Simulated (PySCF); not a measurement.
Work out the structure from these simulated measurements.

Elements present: C, Cl, H and Si. Monoisotopic mass: 165.9772 u.

| Property | Result |
| --- | --- |
| Dipole | 2.52 D [wB97X-D/def2-SVPD] |
| NMR, other nuclei | isotropic shieldings of nuclei other than C and H, by class: 410 (1 Si), 601 (1 Cl), 786 (1 Cl) ppm [GIAO PBE0/pcSseg-1] |
| UV, first state | lowest singlet excitation: 6.31 eV (196 nm, f = 0.260) [TDDFT wB97X-D/def2-SVPD] |
| Polarisability | 107.6 au [wB97X-D/def2-SVPD] |
| Triplet | lowest triplet excitation (Tamm–Dancoff): 4.13 eV [TDA wB97X-D/def2-SVPD] |
| Rotational structure | rotational constants A, B, C: 1.721, 0.896, 0.723 GHz [GFN2-xTB] |
| 1H NMR | chemical shifts (computed TMS as zero) by class: 6.22 (1 H), 4.76 (1 H), 4.63 (1 H), 4.25 (1 H), 2.73 (1 H), 2.70 (1 H), 1.50 (1 H), 0.97 (1 H) ppm [GIAO PBE0/pcSseg-1] |
| 13C NMR | chemical shifts (computed TMS as zero) by class: 156.9 (1 C), 123.3 (1 C), 62.4 (1 C), 49.0 (1 C), 18.5 (1 C) ppm [GIAO PBE0/pcSseg-1] |

The electronic properties come from PySCF, for the isolated species, density fitting. Levels stand in brackets. The structure is a single GFN2-xTB conformer in the gas phase; no vibrational or solvent corrections. NMR classes are plain means over equivalent atoms (diastereotopic ones count apart unless rotation or inversion swaps them), as if these changed places fast.

Problem. Which formula fits the mass and the elements?

Solution. C5H8Cl2Si (calculated 165.9772). No other formula that holds each of these elements comes within 0.0003 u with a fitting electron parity and a possible valence count.

Problem. What is the compound? Reason from the data.

Solution. Numbering: `[Cl:1][C:2]1=[CH:3][SiH2:4][CH2:5][C@@H:6]([Cl:7])[CH2:8]1`. Its formula, C5H8Cl2Si, gives 2 degrees of unsaturation: 1 ring and 1 π bond in the structure found. 5 carbons fall into 5 classes; from least to most shielded: vinylic C–Cl carbon [C2] (156.9 ppm), alkene CH carbon [C3] (123.3 ppm), sp3 C–Cl carbon [C6] (62.4 ppm), allylic carbon [C8] (49.0 ppm), ring sp3 carbon bound to silicon [C5] (18.5 ppm). Hydrogen classes from least to most shielded: 1 H on an alkene CH carbon, C3 (6.22 ppm), 1 H on an SiH2 silicon, Si4 (4.76 ppm), 1 H on an sp3 C–Cl carbon, C6 (4.63 ppm), 1 H on an SiH2 silicon, Si4 (4.25 ppm), 1 H on an allylic carbon, C8 (2.73 ppm), 1 H on an allylic carbon, C8 (2.70 ppm), 1 H on an sp3 carbon bound to silicon, C5 (1.50 ppm), 1 H on an sp3 carbon bound to silicon, C5 (0.97 ppm). The other shieldings belong to: 410 ppm, SiH2 silicon [Si4]; 601 ppm, vinyl chlorine [Cl1]; 786 ppm, alkyl chlorine [Cl7]. The optimised geometry has point group C1 and is an asymmetric top. Structure: `[SiH2]1C[C@@H](Cl)CC(=C1)Cl`. Computed isomers that give other values at the same levels: `C[Si@@H](Cl)C1=C(Cl)CC1` (13C chemical shifts (computed TMS as zero) by class: 156.7 (1 C), 151.8 (1 C), 41.3 (1 C), 28.9 (1 C), 2.6 (1 C) ppm); `[SiH3]C[C@@]1(Cl)[C@@H]2[C@@H](Cl)[C@@H]21` (13C chemical shifts (computed TMS as zero) by class: 74.7 (1 C), 51.6 (1 C), 28.8 (2 C), 21.9 (1 C) ppm); `C[C@@]1(Cl)C=C(Cl)C[SiH2]1` (13C chemical shifts (computed TMS as zero) by class: 150.7 (1 C), 145.1 (1 C), 63.8 (1 C), 32.2 (1 C), 23.6 (1 C) ppm). The assignments are read from this structure; whether some other isomer fits the data as well wasn't checked. The mirror image fits equally.
